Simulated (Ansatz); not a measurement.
CrOBr4, SMILES [Br][Cr]([Br])([Br])([Br])=[O], multiplicity 1. Atoms are numbered in the order given.

```xyz
6

Cr     0.0000     0.0000     0.3999
O      0.0000     0.0000     1.9222
Br     0.0001    -2.3026    -0.1592
Br    -0.0001     2.3026    -0.1592
Br     2.3023    -0.0001    -0.1603
Br    -2.3023     0.0000    -0.1603
```

The structure is a stationary point at r2SCAN-D4/def2-SVP. The spin state was assumed, not searched.

Two levels are set side by side: PBE-D3(BJ)/def2-SVP (Ansatz, a first-principles code) and r2SCAN-D4/def2-SVP (Ansatz). Each level has its own optimised geometry; the coordinates shown are those of the second. Differences are taken from unrounded values.

```
quantity              r2SCAN-D4  PBE-D3(BJ)  PBE-D3(BJ) minus r2SCAN-D4
--------------------  ---------  ----------  --------------------------
mean bond length (Å)      2.200       2.211                       0.011
bond Cr1–O2 (Å)           1.522       1.535                       0.012
bond Cr1–Br3 (Å)          2.370       2.380                       0.011
bond Cr1–Br4 (Å)          2.370       2.380                       0.011
bond Cr1–Br5 (Å)          2.369       2.380                       0.011
bond Cr1–Br6 (Å)          2.369       2.380                       0.011
```

On these quantities the two levels nearly agree.
